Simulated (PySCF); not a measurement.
Species: C6H13NO2.
Bonds: C1–O2, O2–C3, C3–C4, C4–C5, C5–O6 (double), C5–N7, N7–C8, N7–C9. Hydrogens: H10, H11, H12 on C1; H13, H14 on C3; H15, H16 on C4; H17, H18, H19 on C8; H20, H21, H22 on C9.

The calculation used PySCF 2.14.0, PBE0-D3(BJ)/def2-SVP geometry optimisation, gas phase.

(1) Give the optimised bond lengths and angles.

## Answers

(1) 
| bond | length (Å) |
| --- | --- |
| C1–O2 | 1.391 |
| O2–C3 | 1.398 |
| C3–C4 | 1.512 |
| C4–C5 | 1.516 |
| C5=O6 | 1.220 |
| C5–N7 | 1.368 |
| N7–C8 | 1.438 |
| N7–C9 | 1.441 |
| C1–H10 | 1.099 |
| C1–H11, C1–H12 | 1.109 |
| C3–H13, C3–H14 | 1.108 |
| C4–H15, C4–H16 | 1.103 |
| C8–H17 | 1.095 |
| C8–H18, C8–H19 | 1.105 |
| C9–H20, C9–H21, C9–H22 | 1.101 |

Bonds in one row agree within 0.01 Å and their mean is given. A selection of angles:
| angle | degrees |
| --- | --- |
| O2–C1–H10 | 108.1 |
| O2–C1–H11 | 112.1 |
| H10–C1–H11 | 108.5 |
| C1–O2–C3 | 113.2 |
| O2–C3–C4 | 107.9 |
| O2–C3–H13 | 111.4 |
| C4–C3–H13 | 110.0 |
| H13–C3–H14 | 106.1 |
| C3–C4–C5 | 111.5 |
| C3–C4–H15 | 108.9 |
| C5–C4–H15 | 110.8 |
| H15–C4–H16 | 106.1 |
| C4–C5–O6 | 120.6 |
| C4–C5–N7 | 117.6 |
| O6–C5–N7 | 121.8 |
| C5–N7–C8 | 125.3 |
| C5–N7–C9 | 118.8 |
| C8–N7–C9 | 116.0 |
| N7–C8–H17 | 111.5 |
| H17–C8–H18 | 108.0 |
| N7–C9–H20 | 110.9 |
| N7–C9–H21 | 108.3 |
| H20–C9–H21 | 109.3 |
| H20–C9–H22 | 108.1 |

Torsions: C1–O2–C3–C4 180° (antiperiplanar); O2–C3–C4–C5 180° (antiperiplanar); C3–C4–C5–O6 1° (synperiplanar); C4–C5–N7–C8 0° (synperiplanar).

N7 (amide nitrogen) is planar (angles 125.3°, 118.8° and 116.0°, sum 360.0°, 0.00 Å off the plane of its three neighbours). Of the pairs four or more bonds apart, O6···H21 is among the closest relative to their van der Waals radii: 2.21 Å, 81 % of the sum of Bondi's values. The C–N distances run from 1.368 Å (C5–N7, drawn single) to 1.441 Å (N7–C9, drawn single), a spread of 0.073 Å. The C–O distances run from 1.220 Å (C5=O6, drawn double) to 1.398 Å (O2–C3, drawn single), a spread of 0.178 Å. The 9 heavy atoms lie in one plane (0.010 Å rms). O2 (ether oxygen) is bent (angle 113.2°).

No PBE0-D3(BJ)/def2-SVP frequencies stand behind this structure, so it isn't proved a minimum. The numbers are those of one conformer.
